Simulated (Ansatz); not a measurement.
Ansatz (an electronic-structure program) input file for TaO₂Cl, SMILES [O]=[Ta](=[O])[Cl], multiplicity 1, ωB97X-V/def2-SVPD. Coordinates come from a PBE0-D3(BJ)/def2-SVP optimisation. The multiplicity is an assumed one; other spin states were not compared. The def2 effective core potentials stand for the cores of Ta; spin–orbit coupling is left out.

Ansatz 0.2 input:
```yaml
crystal:
  periodic: [false, false, false]
  atoms:
    - {symbol: Ta, position_ang: [0.26474348, -0.17462538, -0.00000000]}
    - {symbol: O, position_ang: [0.95055825, 0.61349540, 1.37249423]}
    - {symbol: O, position_ang: [0.95055825, 0.61349540, -1.37249423]}
    - {symbol: Cl, position_ang: [-2.03148269, 0.17245451, 0.00000000]}
basis:
  gaussian:
    orbitals: def2-SVPD
hamiltonian:
  xc: {name: wB97X-V}
```

Log of the run:

```
WARN ansatz: RAYON_NUM_THREADS=1 ignored (pool sized by the plan → 1); use --threads N
Functional definition: wB97X-V
integrals: 0.07 GiB planned
982 factors; their error is unknown
integrals: 0.10 GiB planned
294 factors; integrals over basis functions are off by at most 2.2e-5 eV
mean field: 0.56 GiB planned
mean field evaluation 1: about -18142.3474 eV, gradient 9.4e1 eV
mean field evaluation 2: about -17959.9322 eV, gradient 3.0e2 eV
mean field evaluation 4: about -18160.4240 eV, gradient 3.7e0 eV
mean field evaluation 8: about -18160.4631 eV, gradient 2.2e-1 eV
mean field evaluation 16: about -18160.5381 eV, gradient 1.2e-3 eV
mean field -18160.53806195 eV, -667.3874641220 hartree, gradient 3.0e-5 eV, S^2 0.000000; 0 other end points of the search recorded, 0 dependent functions left out
reference -18160.53805969 eV, -667.3874640386 hartree; 23, 23 occupied and 85, 85 virtual orbitals, 982 factors
Total energy: -18160.53805969 eV, -667.3874640386 hartree
```

The calculation finished and met its thresholds.

Cost: around 8 core-seconds (rough).
